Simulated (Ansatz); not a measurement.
Input for Ansatz (an electronic-structure program): U-PBE0/def2-TZVPP on Ir2, 2S+1 = 5, a spin state set in the input, which need not be the lowest, a point of a bond scan (R = 2.207 Å). Elements past Kr take the def2 small-core potentials; no spin–orbit coupling.

Ansatz 0.2 input:
```yaml
crystal:
  periodic: [false, false, false]
  atoms:
    - {symbol: Ir, position_ang: [0.00000000, 0.00000000, 0.00000000]}
    - {symbol: Ir, position_ang: [0.00000000, 0.00000000, 2.20735100]}
basis:
  gaussian:
    orbitals: def2-TZVPP
    pivot_positions_ang: [[0.00000000, 0.00000000, 0.00000000], [0.00000000, 0.00000000, 2.20735100]]
hamiltonian:
  xc: {name: PBE0}
magnetization: {spin_polarized: true, initial_magnetization: 4}
output: {forces: true, orbitals: {seedname: ./end}}
```

Question: Give the final energy of this run.

Answer: -208.5755 hartree.

Question: How many basis functions does it have, and what does it roughly cost on one machine?

Answer: 112 functions; very roughly 18 core-seconds.
